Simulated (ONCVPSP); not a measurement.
**Building the ONCV potential for Au (LDA (Perdew-Zunger), fully relativistic).**

The input file (ONCVPSP 4.0.1):

```
# ATOM AND REFERENCE CONFIGURATION
# atsym  z   nc   nv     iexc    psfile
  Au 79.00   10    4        3      upf
#
#   n    l    f
    1    0    2.00
    2    0    2.00
    2    1    6.00
    3    0    2.00
    3    1    6.00
    3    2   10.00
    4    0    2.00
    4    1    6.00
    4    2   10.00
    4    3   14.00
    5    0    2.00
    5    1    6.00
    5    2   10.00
    6    0    1.00
#
# PSEUDOPOTENTIAL AND OPTIMIZATION
# lmax
    2
#
#   l,   rc,      ep,       ncon, nbas, qcut
    0    1.60    0.00    3    6    6.30
    1    1.15    0.00    4    7    6.20
    2    1.85    0.00    4    9    9.90
#
# LOCAL POTENTIAL
# lloc, lpopt,  rc(5),   dvloc0
    4    5    0.80    1.00
#
# VANDERBILT-KLEINMAN-BYLANDER PROJECTORs
# l, nproj, debl
    0    3    2.70
    1    1    0.70
    2    2    1.60
#
# MODEL CORE CHARGE
# icmod, fcfact, rcfact
    3    1.75    1.15
#
# LOG DERIVATIVE ANALYSIS
# epsh1, epsh2, depsh
   -5.00    5.00    0.04
#
# OUTPUT GRID
# rlmax, drl
    6.00    0.01
#
# TEST CONFIGURATIONS
# ncnf
    4
# nvcnf
#   n    l    f
    4
    5    0    2.00
    5    1    6.00
    5    2   10.00
    6    0    0.00
#
    4
    5    0    2.00
    5    1    6.00
    5    2    9.00
    6    0    0.00
#
    4
    5    0    2.00
    5    1    6.00
    5    2    8.00
    6    0    0.00
#
    4
    5    0    2.00
    5    1    6.00
    5    2    9.00
    6    0    1.00
#
```

Command:

```bash
oncvpspr.x < Au.dat > Au.out
```

Output (shortened: citation, most of the input echo, consistency checks and plot data are left out):

```
ONCVPSP  (Optimized Norm-Conservinng Vanderbilt PSeudopotential)
relativistic version 4.0.1

#   n    l    f        energy (Ha)
    1    0    2.00    -2.9616959D+03
    2    0    2.00    -5.2219031D+02
    2    1    6.00    -4.3344441D+02    -5.0084061D+02
    3    0    2.00    -1.2322526D+02
    3    1    6.00    -9.8748288D+01    -1.1361744D+02
    3    2   10.00    -7.9565893D+01    -8.2763679D+01
    4    0    2.00    -2.6720725D+01
    4    1    6.00    -1.9051131D+01    -2.2626185D+01
    4    2   10.00    -1.1678862D+01    -1.2344572D+01
    4    3   14.00    -2.9279010D+00    -3.0681163D+00
    5    0    2.00    -3.9878766D+00
    5    1    6.00    -2.0422331D+00    -2.6551763D+00
    5    2   10.00    -2.4060234D-01    -2.9710733D-01
    6    0    1.00    -2.2440734D-01

Reference configufation results
  iterations    25
  all-electron total energy (Ha)   -1.90375449D+04

Begin loop to  construct optimized pseudo wave functions
and semi-local pseudopoentials for all angular momenta

   Wellstate for l =  0  n =  8 kap= -1
     eigenvalue =   2.4756
     asymptotic potential =   2.9756
     half-point radius =  3.8577

Calculating optimized projector #   1

 for l=   0

    Fraction of norm inside rc  0.973107
    Optimizing pswf for qcut=   6.29 a_B^-1,  ecut=  19.81 Ha
    Residual kinetic energy error=  6.15D-05 Ha

    Energy error per electron        Cutoff
         Ha          eV             Ha
         0.01000     0.27211        6.71
         0.00100     0.02721       14.44
         0.00010     0.00272       19.02
         0.00001     0.00027       53.67

Calculating optimized projector #   2

 for l=   0

    Fraction of norm inside rc  0.080037
    Optimizing pswf for qcut=   6.29 a_B^-1,  ecut=  19.81 Ha
    Residual kinetic energy error=  1.22D-04 Ha

    Energy error per electron        Cutoff
         Ha          eV             Ha
         0.01000     0.27211        5.83
         0.00100     0.02721       15.25
         0.00010     0.00272       20.58
         0.00001     0.00027       50.40

Calculating optimized projector #   3

 for l=   0

    Fraction of norm inside rc  0.083124
    Optimizing pswf for qcut=   6.29 a_B^-1,  ecut=  19.81 Ha
    Residual kinetic energy error=  5.79D-04 Ha

    Energy error per electron        Cutoff
         Ha          eV             Ha
         0.01000     0.27211       10.70
         0.00100     0.02721       18.60
         0.00010     0.00272       31.52
         0.00001     0.00027       54.88

Calculating optimized projector #   1

 for l=   1

    Fraction of norm inside rc  0.595443
    Optimizing pswf for qcut=   6.21 a_B^-1,  ecut=  19.26 Ha
    Residual kinetic energy error=  3.28D-02 Ha

    Energy error per electron        Cutoff
         Ha          eV             Ha
         0.01000     0.27211       46.71
         0.00100     0.02721      101.95
         0.00010     0.00272      118.71
         0.00001     0.00027      165.46

Calculating optimized projector #   1

 for l=   1

    Fraction of norm inside rc  0.706070
    Optimizing pswf for qcut=   6.21 a_B^-1,  ecut=  19.26 Ha
    Residual kinetic energy error=  2.49D-02 Ha

    Energy error per electron        Cutoff
         Ha          eV             Ha
         0.01000     0.27211       46.61
         0.00100     0.02721      103.31
         0.00010     0.00272      120.77
         0.00001     0.00027      172.63

   Wellstate for l =  2  n =  6 kap= -3
     eigenvalue =   1.3594
     asymptotic potential =   1.8594
     half-point radius =  2.8860

Calculating optimized projector #   1

 for l=   2

    Fraction of norm inside rc  0.684118
    Optimizing pswf for qcut=   9.91 a_B^-1,  ecut=  49.10 Ha
    Residual kinetic energy error=  2.03D-09 Ha

    Energy error per electron        Cutoff
         Ha          eV             Ha
         0.01000     0.27211       16.40
         0.00100     0.02721       21.93
         0.00010     0.00272       27.08
         0.00001     0.00027       31.89

Calculating optimized projector #   2

 for l=   2

    Fraction of norm inside rc  0.195475
    Optimizing pswf for qcut=   9.91 a_B^-1,  ecut=  49.10 Ha
    Residual kinetic energy error=  2.87D-09 Ha

    Energy error per electron        Cutoff
         Ha          eV             Ha
         0.01000     0.27211       16.65
         0.00100     0.02721       21.67
         0.00010     0.00272       26.55
         0.00001     0.00027       31.92

   Wellstate for l =  2  n =  6 kap=  2
     eigenvalue =   1.3029

Calculating optimized projector #   1

 for l=   2

    Fraction of norm inside rc  0.726620
    Optimizing pswf for qcut=   9.91 a_B^-1,  ecut=  49.10 Ha
    Residual kinetic energy error=  2.09D-09 Ha

    Energy error per electron        Cutoff
         Ha          eV             Ha
         0.01000     0.27211       17.65
         0.00100     0.02721       23.40
         0.00010     0.00272       28.86
         0.00001     0.00027       33.53

Calculating optimized projector #   2

 for l=   2

    Fraction of norm inside rc  0.192055
    Optimizing pswf for qcut=   9.91 a_B^-1,  ecut=  49.10 Ha
    Residual kinetic energy error=  2.56D-09 Ha

    Energy error per electron        Cutoff
         Ha          eV             Ha
         0.01000     0.27211       17.58
         0.00100     0.02721       22.92
         0.00010     0.00272       28.51
         0.00001     0.00027       33.82

Construct Vanderbilt / Kleinmman-Bylander projectors

B matrix Hermiticity error, ll=  0  kap= -1
   1   2    6.5524D-04
   1   3    1.0666D-03
   2   3   -1.5958D-04

  Orthonormal projector coefficients  3.0822E+01  7.0445E+00  1.1507E+00

B matrix Hermiticity error, ll=  2  kap= -3
   1   2    2.6195D-04

  Orthonormal projector coefficients  1.1664E+01  8.7558E-01

B matrix Hermiticity error, ll=  2  kap=  2
   1   2    2.7741D-04

  Orthonormal projector coefficients  1.1716E+01  8.8925E-01

 Orthonormal scalar projector coefficients, l =  1
  1.4952E+01  4.3686E-02

 Orthonormal spin-orbit projector coefficients, l =  1
 -1.1694E+00  1.1171E+00

 Orthonormal scalar projector coefficients, l =  2
  1.1681E+01  8.8275E-01  1.7824E-03  1.1176E-05

 Orthonormal spin-orbit projector coefficients, l =  2
 -1.8260E-01  1.3884E-01  1.7770E-02 -2.0263E-04

Model core correction analysis
  based on d2Exc/dn_idn_j

d2excae - all-electron derivatives

   -2.221468D-02   -1.904595D-02   -9.634189D-03   -1.401371D-03
   -1.904598D-02   -1.807699D-02   -1.124949D-02   -2.009956D-03
   -9.634223D-03   -1.124951D-02   -1.188782D-02   -7.313367D-03
   -1.401375D-03   -2.009941D-03   -7.312755D-03   -1.783123D-02

d2excps - pseudofunction derivatives with no core correction

   -5.530635D-02   -3.319364D-02   -1.492449D-02   -4.046315D-03
   -3.319531D-02   -3.082439D-02   -1.792565D-02   -3.188536D-03
   -1.492512D-02   -1.792615D-02   -1.721950D-02   -9.893155D-03
   -4.047211D-03   -3.188508D-03   -9.891303D-03   -2.338816D-02

rms 2nd derivative error    1.087552E-02

rmatch, rhocmatch    0.7965   19.1952

Teter function model core charge with specified parameters

d2excps - pseudofunction derivatives with core correction

   -4.128146D-02   -2.900068D-02   -1.385368D-02   -2.894734D-03
   -2.900093D-02   -2.881481D-02   -1.729266D-02   -2.903436D-03
   -1.385399D-02   -1.729311D-02   -1.699926D-02   -9.829024D-03
   -2.894826D-03   -2.903394D-03   -9.827172D-03   -2.328871D-02

rms 2nd derivative error    7.332780E-03

Pseudoatom total energy -137.648176

Diagnostic tests using Vanderbilt-Kleinman-Bylander pseudopotentials
  relativistic with J = L +/- 1/2 projectors

   l  kap   rcore       rmatch      e in        delta e    norm test   slope test

   0  -1   1.6037727   1.6524667  -3.9878766   0.0000251   1.0003570   1.0003369
   0  -1   1.6037727   1.6524667  -0.2244073   0.0000050   1.0000486   1.0000361
   0  -1   1.6037727   1.6524667   2.4755927   0.0001591   1.0003381   1.0003381

   1  -2   1.1541277   1.1891695  -2.0422331  -0.0000618   0.9999906   1.0000549
   1   1   1.1541277   1.1891695  -2.6551763  -0.0000167   0.9999967   1.0000044

   2  -3   1.8513748   1.9075865  -0.2406023  -0.0000030   1.0000945   1.0001179
   2   2   1.8513748   1.9075865  -0.2971073   0.0000032   1.0001082   1.0001046
   2  -3   1.8513748   1.9075865   1.3593976   0.0000150   1.0003281   1.0003281
   2   2   1.8513748   1.9075865   1.3247850   0.0000192   1.0003275   1.0003275

Diagnostic tests using Vanderbilt-Kleinman-Bylander pseudopotentials
  relativistic with scalar and spin-orbit non-local projectors

   l  kap   rcore       rmatch      e in        delta e    norm test   slope test

   0  -1   1.6037727   1.6524667  -3.9878766   0.0000251   1.0003570   1.0003369
   0  -1   1.6037727   1.6524667  -0.2244073   0.0000050   1.0000486   1.0000361
   0  -1   1.6037727   1.6524667   2.4755927   0.0001591   1.0003381   1.0003381

   1  -2   1.1541277   1.1891695  -2.0422331  -0.0000618   0.9999906   1.0000549
   1   1   1.1541277   1.1891695  -2.6551763  -0.0000167   0.9999967   1.0000044

   2  -3   1.8513748   1.9075865  -0.2406023  -0.0001893   1.0001245   0.9997261
   2   2   1.8513748   1.9075865  -0.2971073  -0.0001907   1.0001498   0.9997912
   2  -3   1.8513748   1.9075865   1.3593976  -0.0001746   1.0002547   1.0002547
   2   2   1.8513748   1.9075865   1.3247850  -0.0001384   1.0002525   1.0002525

Ghost test for J = L + 1/2

 Testing for bound ghosts
   n   l    E NL Schr. Eq   E Basis Diag.   E Cutoff

   1   0       -3.987852       -3.987869     74.34
   2   0       -0.224402       -0.179425     74.34

   2   1       -2.042295       -2.041290    116.15

   3   2       -0.240605       -0.239016    129.40

 Testing for highly-localized positive-energy ghosts
       l    <radius>/rc     E Basis Diag.   E Cutoff

       0        0.175666        0.099247     74.34  WARNING - GHOST(+)

       1        0.361265       -1.006565    116.15  WARNING - GHOST(+)

Ghost test for J = L - 1/2

 Testing for bound ghosts
   n   l    E NL Schr. Eq   E Basis Diag.   E Cutoff

   1   0       -3.987852       -3.987869     74.34
   2   0       -0.224402       -0.179425     74.34

   2   1       -2.655193       -2.654686    116.15

   3   2       -0.297104       -0.296139    129.40

 Testing for highly-localized positive-energy ghosts
       l    <radius>/rc     E Basis Diag.   E Cutoff

       0        0.175666        0.099247     74.34  WARNING - GHOST(+)

Test configuration 0

   n   l kap    f        eae           eps        diff
   1   0  -1  2.0000-2961.69592084
   2   0  -1  2.0000 -522.19031481
   2   1  -2  4.0000 -433.44440873
   2   1   1  2.0000 -500.84061348
   3   0  -1  2.0000 -123.22525663
   3   1  -2  4.0000  -98.74828810
   3   1   1  2.0000 -113.61743745
   3   2  -3  6.0000  -79.56589267
   3   2   2  4.0000  -82.76367887
   4   0  -1  2.0000  -26.72072495
   4   1  -2  4.0000  -19.05113134
   4   1   1  2.0000  -22.62618508
   4   2  -3  6.0000  -11.67886242
   4   2   2  4.0000  -12.34457218
   4   3  -4  8.0000   -2.92790103
   4   3   3  6.0000   -3.06811630
   5   0  -1  2.0000   -3.98787662   -3.98785152    2.51E-05
   5   1  -2  4.0000   -2.04223307   -2.04229487   -6.18E-05
   5   1   1  2.0000   -2.65517629   -2.65519302   -1.67E-05
   5   2  -3  6.0000   -0.24060234   -0.24060536   -3.02E-06
   5   2   2  4.0000   -0.29710733   -0.29710411    3.22E-06
   6   0  -1  1.0000   -0.22440734   -0.22440238    4.96E-06

    Total energies and differences
      AE_ref= -1.90375449E+04  AE_tst= -1.90375449E+04  dif=  0.00E+00
      PS_ref= -1.37648176E+02  PS_tst= -1.37648176E+02  dif= -5.68E-14
      PSP excitation error=  5.68E-14

Test configuration 1

   n   l kap    f        eae           eps        diff
   1   0  -1  2.0000-2962.01104809
   2   0  -1  2.0000 -522.50203761
   2   1  -2  4.0000 -433.75615049
   2   1   1  2.0000 -501.15261867
   3   0  -1  2.0000 -123.53763536
   3   1  -2  4.0000  -99.06068052
   3   1   1  2.0000 -113.92978617
   3   2  -3  6.0000  -79.87798761
   3   2   2  4.0000  -83.07574116
   4   0  -1  2.0000  -27.03354544
   4   1  -2  4.0000  -19.36396480
   4   1   1  2.0000  -22.93899426
   4   2  -3  6.0000  -11.99162479
   4   2   2  4.0000  -12.65732966
   4   3  -4  8.0000   -3.24077335
   4   3   3  6.0000   -3.38097624
   5   0  -1  2.0000   -4.30224072   -4.30416788   -1.93E-03
   5   1  -2  4.0000   -2.35844300   -2.35878333   -3.40E-04
   5   1   1  2.0000   -2.97037736   -2.97100715   -6.30E-04
   5   2  -3  6.0000   -0.55191299   -0.55184910    6.39E-05
   5   2   2  4.0000   -0.60996131   -0.60991117    5.01E-05
   6   0  -1  0.0000   -0.50021749   -0.50021749    0.00E+00

    Total energies and differences
      AE_ref= -1.90375449E+04  AE_tst= -1.90371851E+04  dif=  3.60E-01
      PS_ref= -1.37648176E+02  PS_tst= -1.37288303E+02  dif=  3.60E-01
      PSP excitation error= -8.39E-05

Test configuration 2

   n   l kap    f        eae           eps        diff
   1   0  -1  2.0000-2962.49793536
   2   0  -1  2.0000 -522.99034312
   2   1  -2  4.0000 -434.24443460
   2   1   1  2.0000 -501.64081191
   3   0  -1  2.0000 -124.02481593
   3   1  -2  4.0000  -99.54783311
   3   1   1  2.0000 -114.41702306
   3   2  -3  6.0000  -80.36540510
   3   2   2  4.0000  -83.56320110
   4   0  -1  2.0000  -27.52014747
   4   1  -2  4.0000  -19.85050509
   4   1   1  2.0000  -23.42559771
   4   2  -3  6.0000  -12.47814906
   4   2   2  4.0000  -13.14388051
   4   3  -4  8.0000   -3.72686907
   4   3   3  6.0000   -3.86711700
   5   0  -1  2.0000   -4.78323523   -4.78450206   -1.27E-03
   5   1  -2  4.0000   -2.83158982   -2.83164743   -5.76E-05
   5   1   1  2.0000   -3.44822839   -3.44842348   -1.95E-04
   5   2  -3  5.4000   -0.99020558   -0.99008692    1.19E-04
   5   2   2  3.6000   -1.05336149   -1.05324042    1.21E-04
   6   0  -1  0.0000   -0.85140439   -0.85140439    0.00E+00

    Total energies and differences
      AE_ref= -1.90375449E+04  AE_tst= -1.90363942E+04  dif=  1.15E+00
      PS_ref= -1.37648176E+02  PS_tst= -1.36497477E+02  dif=  1.15E+00
      PSP excitation error= -7.56E-07

Test configuration 3

   n   l kap    f        eae           eps        diff
   1   0  -1  2.0000-2963.04755477
   2   0  -1  2.0000 -523.54187286
   2   1  -2  4.0000 -434.79596368
   2   1   1  2.0000 -502.19226067
   3   0  -1  2.0000 -124.57376040
   3   1  -2  4.0000 -100.09671311
   3   1   1  2.0000 -114.96611310
   3   2  -3  6.0000  -80.91481617
   3   2   2  4.0000  -84.11270777
   4   0  -1  2.0000  -28.06748993
   4   1  -2  4.0000  -20.39763896
   4   1   1  2.0000  -23.97293612
   4   2  -3  6.0000  -13.02518156
   4   2   2  4.0000  -13.69099374
   4   3  -4  8.0000   -4.27302254
   4   3   3  6.0000   -4.41336510
   5   0  -1  2.0000   -5.31974912   -5.32023412   -4.85E-04
   5   1  -2  4.0000   -3.35652088   -3.35607533    4.46E-04
   5   1   1  2.0000   -3.98001497   -3.97945361    5.61E-04
   5   2  -3  4.8000   -1.47562402   -1.47536685    2.57E-04
   5   2   2  3.2000   -1.54408753   -1.54379864    2.89E-04
   6   0  -1  0.0000   -1.23756703   -1.23756703    0.00E+00

    Total energies and differences
      AE_ref= -1.90375449E+04  AE_tst= -1.90351385E+04  dif=  2.41E+00
      PS_ref= -1.37648176E+02  PS_tst= -1.35241969E+02  dif=  2.41E+00
      PSP excitation error=  1.83E-04

Test configuration 4

   n   l kap    f        eae           eps        diff
   1   0  -1  2.0000-2962.12991886
   2   0  -1  2.0000 -522.62639871
   2   1  -2  4.0000 -433.88046348
   2   1   1  2.0000 -501.27650991
   3   0  -1  2.0000 -123.66059506
   3   1  -2  4.0000  -99.18360931
   3   1   1  2.0000 -114.05280706
   3   2  -3  6.0000  -80.00145201
   3   2   2  4.0000  -83.19926907
   4   0  -1  2.0000  -27.15574095
   4   1  -2  4.0000  -19.48613425
   4   1   1  2.0000  -23.06120729
   4   2  -3  6.0000  -12.11389645
   4   2   2  4.0000  -12.77961485
   4   3  -4  8.0000   -3.36265742
   4   3   3  6.0000   -3.50290110
   5   0  -1  2.0000   -4.41904213   -4.41796245    1.08E-03
   5   1  -2  4.0000   -2.46713251   -2.46696709    1.65E-04
   5   1   1  2.0000   -3.08383529   -3.08342311    4.12E-04
   5   2  -3  5.4000   -0.63509880   -0.63513353   -3.47E-05
   5   2   2  3.6000   -0.69644044   -0.69644996   -9.51E-06
   6   0  -1  1.0000   -0.54138510   -0.54126173    1.23E-04

    Total energies and differences
      AE_ref= -1.90375449E+04  AE_tst= -1.90370890E+04  dif=  4.56E-01
      PS_ref= -1.37648176E+02  PS_tst= -1.37192238E+02  dif=  4.56E-01
      PSP excitation error= -1.70E-05
```

Note: ghosts flagged at negative energy: p3/2 at -27.4 eV; GHOST(+) flagged for s at 2.70 eV. A true bound ghost makes a file unfit for plane-wave use.

The run took about 7.1 s on one core of a shared server CPU.
